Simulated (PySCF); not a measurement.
## N: excitation energy

N [He] 2s2 2p3 (4S) → N [He] 2s1 2p4 (4P), as a difference of total energies. All numbers are calculated (PySCF 2.14, the non-relativistic Hamiltonian (point nucleus), in aug-cc-pwCVTZ (7s6p4d2f, 59 functions)). Correlated levels: valence and next inner shell: nothing frozen. The calculations carry no spin-orbit coupling.

| method | excitation energy (eV) | error (eV) |
| --- | --- | --- |
| UHF | 10.887 | -0.040 |
| MP2 (valence and next inner shell) | 11.030 | +0.103 |
| SCS-MP2 (valence and next inner shell) | 11.059 | +0.132 |
| CCSD (valence and next inner shell) | 10.868 | -0.059 |
| CCSD(T) (valence and next inner shell) | 10.807 | -0.120 |

Reference: 10.927 eV (measured; NIST levels, between the centres of gravity of the two terms).

Errors of the correlated levels include the incompleteness of this basis.
